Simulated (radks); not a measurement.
All-electron atom: the magnesium ion Mg3+ in [He] 2s2 2p4 3p1 (not the ground configuration). Method: scalar-relativistic Kohn-Sham, PBE, spin-polarised, spherical densities, finite nucleus; open shells are filled with parallel spins first; Fermi nuclear charge, rms radius 3.057 fm; computed with a radial shooting solver on a logarithmic mesh with Libxc functionals.

Unscreened Slater integrals over Kohn-Sham orbitals (eV). They are taken over the spin-up orbitals.

integral,value
"F0(3p,3p)",11.418
"F2(3p,3p)",5.8851
"F0(3p,2p)",15.334
"F2(3p,2p)",2.9899
"G0(3p,2p)",1.2458
"G2(3p,2p)",1.2574
"F0(3p,2s)",15.146
"G1(3p,2s)",0.97932
"F0(3p,1s)",17.056
"G1(3p,1s)",0.95353
"F0(2p,2p)",41.226
"F2(2p,2p)",19.108
"F0(2p,2s)",39.299
"G1(2p,2s)",23.467
"F0(2p,1s)",57.653
"G1(2p,1s)",7.9793
"F0(2s,2s)",38.032
"F0(2s,1s)",53.658
"G0(2s,1s)",4.4389
"F0(1s,1s)",196.17

Derived for the open shells (J is the average intra-shell exchange parameter used in DFT+U). 2p: J = F2/5 = 3.822 eV; in LS coupling 1D lies 6 F2/25 = 4.586 eV above 3P. 3p: J = F2/5 = 1.177 eV.
